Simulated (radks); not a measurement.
Problem. Valence configurations of Ir I (all share [Xe]). All-electron calculation, scalar-relativistic Kohn-Sham, PBE, spin-polarised, spherical densities, finite nucleus; open shells are filled with parallel spins first (spin-orbit coupling, left out, can overturn this in heavy ions); Fermi nuclear charge, rms radius 5.4032 fm. Program: a radial shooting solver on a logarithmic mesh with Libxc functionals. Order these by energy: 4f14 5d7.5 6s1.5; 4f14 5d6 6s2 6p1; 4f14 5d7 6s2; 4f14 5d7.5 6s1 6p0.5; 4f14 5d7 6s1 6p1; 4f13.5 5d7 6s2 6p0.5; 4f14 5d7 6s1.5 6p0.5; 4f14 5d6.5 6s2 6p0.5; 4f14 5d8 6s1; 4f13 5d8 6s2.

Solution. From the lowest, in eV above it: 4f14 5d7.5 6s1.5 0.000; 4f14 5d8 6s1 0.043; 4f14 5d7 6s2 0.086; 4f14 5d7.5 6s1 6p0.5 1.881; 4f14 5d7 6s1.5 6p0.5 2.191; 4f14 5d6.5 6s2 6p0.5 2.643; 4f14 5d7 6s1 6p1 4.087; 4f14 5d6 6s2 6p1 5.587; 4f13.5 5d7 6s2 6p0.5 32.039; 4f13 5d8 6s2 60.274. NIST lists [Xe] 4f14 5d7 6s2 as the ground configuration; this level of theory puts 4f14 5d7.5 6s1.5 lower, by 0.086 eV. The energies are those of spherical high-spin densities, not of single terms.
